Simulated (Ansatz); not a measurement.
```xyz
12

C    -1.2180    0.6561   -1.7565
N    -0.8075    0.2049   -0.4772
Mo    0.0650    0.4050    0.9881
C     1.4078   -1.2126    0.9731
O     0.9823    1.7981    0.8484
Cl   -1.3348    0.3513    2.7838
H    -2.2981    0.8340   -1.7651
H    -0.9988   -0.1145   -2.5030
H    -0.7001    1.5792   -2.0411
H     2.0472   -1.1373    1.8581
H     0.8239   -2.1370    1.0133
H     2.0311   -1.2273    0.0781
```

The species carries charge 0 and has multiplicity 1. Mo takes the def2 core potential.

**Question.** List the PBE/def2-TZVPP orbital energies in eV (Ansatz). (Estimate.)

**Answer.** The calculation gave: Occupied: -2738.85, -510.85, -381.22, -270.25, -268.86, -249.42, -190.06, -189.98, -189.95, -68.19, -42.60, -42.22, -41.84, -22.66, -21.60, -19.91, -17.02, -15.99, -11.45, -11.29, -11.27, -10.38, -10.19, -9.72, -9.63, -8.95, -8.88, -8.41, -7.80, -7.53, -7.04, -6.51. Lowest empty: -3.18, -2.45, -1.72, -1.16, -0.44, -0.34, 0.40, 0.63.
